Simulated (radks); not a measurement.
Neutral ytterbium inside a hard spherical wall (all orbitals vanish at R), configuration held at [Xe] 4f14 6s2 and not refilled when levels cross. Calculated with a radial shooting solver on a logarithmic mesh with Libxc functionals: scalar-relativistic Kohn-Sham, LDA (Slater exchange, Perdew-Wang correlation), spin-polarised, spherical densities, finite nucleus; Fermi nuclear charge, rms radius 5.3108 fm. Eigenvalues in eV for spin up, with the zero of energy where the potential of the charges vanishes at infinity; a dash marks a level that is unbound or too diffuse for the functional's potential to be trusted. A positive occupied level is held by the wall or, in an anion where self-interaction has pushed it up, behind a barrier. The pressure on the wall is -dE/dV.

| R (bohr) | E (hartree) | kinetic (hartree) | e(5s) | e(5p) | e(6s) | e(4f) | e(6p, empty) | e(5d, empty) | pressure (GPa) |
|---|---|---|---|---|---|---|---|---|---|
| free | -14049.5179 | 15302.830 | -55.086 | -27.591 | -4.079 | -3.250 | - | - | 0 |
| 20 | -14049.5179 | 15302.830 | -55.086 | -27.591 | -4.079 | -3.250 | -1.156 | -0.829 | < 0.0001 |
| 12 | -14049.5177 | 15302.832 | -55.065 | -27.570 | -4.063 | -3.229 | -1.070 | -0.793 | 0.00358 |
| 7 | -14049.4852 | 15303.031 | -54.025 | -26.549 | -3.041 | -2.209 | 0.991 | 0.340 | 1.52 |
| 6 | -14049.4309 | 15303.281 | -53.085 | -25.640 | -1.821 | -1.273 | 3.066 | 1.402 | 5.57 |
| 5 | -14049.2792 | 15303.891 | -51.399 | -24.035 | 1.022 | 0.454 | 7.573 | 3.471 | 23.3 |
| 4 | -14048.7922 | 15305.738 | -48.023 | -20.857 | 8.680 | 4.106 | 18.758 | 8.038 | 128 |
| 3.5 | -14048.1452 | 15308.195 | -44.781 | -17.727 | 17.557 | 7.816 | 30.824 | 12.706 | 355 |
| 2.5 | -14042.9000 | 15327.439 | -27.777 | 0.587 | 73.788 | 28.196 | 99.400 | 39.079 | 4540 |
| 2 | -14031.5007 | 15365.728 | -0.966 | 32.012 | 168.09 | 57.492 | 205.64 | 81.504 | 23100 |
| 1.5 | -13988.4857 | 15498.334 | 86.011 | 134.30 | 442.34 | 129.95 | 500.28 | 208.53 | 174000 |
